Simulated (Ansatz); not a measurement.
CH$_{5}$AsO, SMILES `OC[AsH2]`. Total charge 0; spin multiplicity 1. Geometry: relaxed with PBE0-D4/def2-TZVP. It is one conformer, not always the lowest.

```xyz
8

O     1.195    0.771    0.849
C    -0.102    0.571    0.349
As   -0.487   -1.371    0.066
H     1.827    0.565    0.156
H    -0.286    1.134   -0.571
H    -0.795    0.926    1.113
H     0.385   -1.468   -1.185
H    -1.737   -1.128   -0.777
```

**Question.** What is the dipole moment at r2SCAN/def2-TZVPP? (An estimate is asked.)

**Answer.** Ansatz gave: 1.57 D, with components (-0.02, 0.56, -1.46) D in this frame, pointing from negative to positive charge.

**Question.** And with PBE, B3LYP, ωB97M-V? (Estimate.)

**Answer.** Computed: PBE 1.47 D, B3LYP 1.47 D, ωB97M-V 1.51 D.

**Question.** Give the Mulliken charges with r2SCAN, B3LYP, PBE in def2-TZVPP. (Estimate.)

**Answer.** Ansatz gave: 
```
atom  r2SCAN  B3LYP    PBE
  O1   -0.34  -0.33  -0.29
  C2    0.00  -0.10  -0.12
 As3    0.07   0.09   0.06
  H4    0.20   0.19   0.19
  H5    0.08   0.11   0.11
  H6    0.08   0.12   0.12
  H7   -0.05  -0.04  -0.04
  H8   -0.04  -0.04  -0.03
```

B3LYP here is the variant with VWN-RPA as its local correlation; programs differ in this.
